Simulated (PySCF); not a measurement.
A structure optimised at B3LYP-D3(BJ)/def2-SVP, used in a PySCF frequency run:

```xyz
13

O     -1.6541     1.0637     0.5134
C     -2.0537    -0.2492     0.1122
Si    -0.8756    -1.4900     0.9244
O      0.6866    -1.0350     0.5080
Si     1.5885     0.2853     0.1436
Cl     0.8221     1.2131    -1.5813
H     -1.1883     1.4712    -0.2301
H     -3.0980    -0.4247     0.4301
H     -2.0400    -0.3691    -0.9868
H     -1.0060    -1.4373     2.4064
H     -1.0879    -2.8835     0.4433
H      1.5666     1.3012     1.2209
H      2.9607    -0.1493    -0.1976
```

Write its SMILES and formula.

OC[SiH2]O[SiH2]Cl, CH7ClO2Si2

What are its rotational constants (standard atomic weights)?

2.5365, 1.3233, 0.99453 GHz
